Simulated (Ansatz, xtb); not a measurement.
# C5H5Br: 4 structures ranked

4 gas-phase structures of C5H5Br, from a drawn sample of its isomers (lower ones may exist). Each was relaxed with GFN2-xTB:

A. `BrC1C=CC=C1`, a singlet
B. `BrC1=CCC=C1`, a singlet
C. `Br/C=C1/C=CC1`, a singlet
D. `BrC1=CC=CC1`, a singlet

Q: Estimate their order in r2SCAN-D4/def2-SVP energy at these geometries, lowest first.

A: Calculated order at r2SCAN-D4/def2-SVP: D (0.000), B (0.011), A (0.154), C (1.246) eV. Less than 1 kcal/mol parts D and B, so the order within that pair means little.

Energies above the lowest of each column, in eV; the last columns are at B3LYP-D3(BJ)/def2-SVP geometries and were run for some of them only (a dash: not run or not comparable):

```csv
structure,GFN2-xTB,HF/STO-3G,r2SCAN-D4/def2-SVP,B3LYP-D3(BJ)/def2-SVP,CCSD(T)/def2-SVP + ΔMP2/def2-TZVPP
D,0.000,0.000,0.000,0.000,0.000
B,0.022,0.008,0.011,0.011,0.002
A,0.235,0.249,0.154,0.104,0.069
C,1.212,1.482,1.246,–,–
```

Every level run on D puts it lowest or level with the lowest. Frequencies (GFN2-xTB) were run for A, B, D alone. ΔMP2 is the change of the MP2 energy from the smaller to the larger basis.

Over these structures GFN2-xTB departs from r2SCAN-D4/def2-SVP by 0.033 eV on average once a common shift is removed. A GFN2-xTB relaxation took about 0.071 s and the r2SCAN-D4/def2-SVP energy about 1.8 s on a shared host (Ansatz 0.2.0, xtb 6.7.1).
